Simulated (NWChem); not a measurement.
System: GeHClF₂; SMILES [F][GeH]([Cl])[F]

NWChem input:

```
start job
memory heap 200 mb stack 900 mb global 1100 mb
geometry units angstroms noautosym nocenter noautoz
  Ge     0.273923     0.371297     0.000000
  F     -0.506625     1.063952    -1.365682
  F     -0.506625     1.063952     1.365682
  Cl    -0.127279    -1.710954     0.000000
  H      1.755115     0.718128     0.000000
end
basis spherical
  * library pcsseg-1
end
dft
  xc bhlyp
  iterations 150
end
property
  shielding 4 1 2 4 5
  efieldgrad
end
task dft property
```

The geometry was optimised at PBE0/def2-SVP.

GIAO values for the isolated, static molecule; σ is the absolute isotropic shielding, δ = σ(reference) − σ with the isolated reference molecule computed at the same levels (19F: trichlorofluoromethane, 1H: tetramethylsilane).

Atoms are numbered as in the input.

**Question.** What results follow from this input? (BHandHLYP/pcSseg-1, GIAO.) Quantities: σ Ge1 (ppm); δ F2 (ppm); σ Cl4 (ppm); δ H5 (ppm).

**Answer.** 
```json
{
 "σ Ge1 (ppm)": "1377.8",
 "δ F2 (ppm)": "-124.8",
 "σ Cl4 (ppm)": "881.6",
 "δ H5 (ppm)": "6.00"
}
```
